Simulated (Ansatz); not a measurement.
`F[CH2][GeH3]` + H₂S → `S[CH2][GeH3]` + H–F at 700 K and 1 bar (substitution at a C–F bond).

Program: Ansatz. Geometries: PBE0-D4/def2-TZVP. ΔE: electronic, gas phase. CCSD(T)/CBS adds triple-zeta CCSD(T) − MP2 to the extrapolated MP2 energy (def2 sets, frozen cores). This one scheme is used for every species. For Ge outer-core shells are correlated without core-valence functions, which leaves a few kJ/mol of doubt a bond. Scalar relativity is left out up to krypton. One conformer a species, not always the lowest.

```tsv
species	CCSD(T)/CBS energy (Eh)	H − E (kJ/mol)	S (J/(mol·K))
`F[CH2][GeH3]`	-2216.93494	195.5	386.7
H₂S	-398.97279	64.8	236.9
`S[CH2][GeH3]`	-2515.53503	222.7	419.1
H–F	-100.39570	45.2	198.5
```

H − E and S are ideal-gas, rigid-rotor, harmonic terms from PBE0-D4/def2-TZVP, for one conformer and one mirror image of each species. 1 Eh = 2625.50 kJ/mol, R = 8.31446 J/(mol·K).

Problem. By hand: ΔE, ΔH, ΔS and ΔG.

Solution. ΔE = (-2515.53503) + (-100.39570) − (-2216.93494) − (-398.97279) = -0.02300 Eh = -60.4 kJ/mol. Δ(H − E) = 222.7 + 45.2 − 195.5 − 64.8 = 7.6, so ΔH = -52.8 kJ/mol. ΔS = 419.1 + 198.5 − 386.7 − 236.9 = -6.0 J/(mol·K). ΔG = -52.8 − 700 × (-6.0)/1000 = -48.6 kJ/mol.

Problem. By hand: the equilibrium constant, and the temperature at which ΔG would vanish if ΔH and ΔS stayed fixed.

Solution. log₁₀ K = −ΔG/(RT ln 10) = 3.6. ΔG = 0 at ΔH/ΔS = 8800 K, far beyond where these terms or the molecules hold.

The number of gas molecules stays the same, so ΔS is small and ΔH decides. A doubt of 5 kJ/mol in ΔE shifts log₁₀ K by 0.4 here. Other conformers and mirror images would add mixing entropy, several J/(mol·K) or more a flexible species. These are equilibria of isolated gas molecules and say nothing of rates. Largest T1 diagnostic: 0.011 (customary marks: 0.02 for closed shells, 0.045 for open ones).
